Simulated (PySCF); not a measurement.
Below is a simulated gas-phase Si 2p photoelectron spectrum of (F3Si)2O, F6OSi2.

Every computed line was given a Gaussian of 0.5 eV full width at half maximum and an area set by the number of equivalent atoms (split 2:1 within a doublet); the highest printed point is 100. Method: delta-SCF UKS SCAN, pcX-2 on the ionised atom, pcseg-1 elsewhere, spin-free X2C in PySCF.

binding energy (eV), intensity and a bar:
```
    111.0          0 
    111.1          2 
    111.2          6 ##
    111.3         17 #####
    111.4         37 ###########
    111.5         64 ###################
    111.6         89 ###########################
    111.7        100 ##############################
    111.8         91 ###########################
    111.9         71 #####################
    112.0         52 ################
    112.1         45 #############
    112.2         48 ##############
    112.3         51 ###############
    112.4         47 ##############
    112.5         36 ###########
    112.6         22 ######
    112.7         11 ###
    112.8          4 #
    112.9          1 
    113.0          0
```

Question: Count the maxima, the lines and the sites behind this envelope.

Answer: The curve has 2 maxima (at 111.7 and 112.3 eV). Under it lie 2 lines from 1 inequivalent silicon site, drawn as a 2p3/2, 2p1/2 pair.

Question: Decompose the envelope and assign each component. Bonds: Si1–F2, Si1–F3, Si1–F4, Si1–O5, O5–Si6, Si6–F7, Si6–F8, Si6–F9.

Answer: 
```json
{"position (eV)": "111.70", "relative area": "1.33", "line": "Si 2p3/2", "atoms": "Si1/Si6", "environment": "silicon bonded to 3 F and O"}
{"position (eV)": "112.33", "relative area": "0.67", "line": "Si 2p1/2", "atoms": "Si1/Si6", "environment": "silicon bonded to 3 F and O"}
```

Question: What are the centre and the root-mean-square width of the whole band?

Answer: The area-weighted mean of the lines is 111.91 eV. Their own spread about it is 0.29 eV (rms) and each Gaussian has σ = 0.5/2.355 = 0.21 eV; the variances add, which gives 0.36 eV.

The curve has no shake-up lines and no vibrational structure. One atom of each set of topologically equivalent atoms was ionised and stands for the set; in this conformer not all members are related by symmetry, and their own values weren't computed. For 2p shells one spin-free hole was relaxed; a mean-field spin–orbit operator and the ground-state splitting of the three 2p orbitals were then diagonalised within the shell. The shell's mean is (2 × 2p3/2 + 2p1/2)/3, and the degeneracies 2j + 1 give areas of 2:1. 2p1/2 minus 2p3/2 (ligand field included): Si 0.63 eV. Isolated species at its PBE0-D3(BJ)/def2-SVP geometry, gas phase.
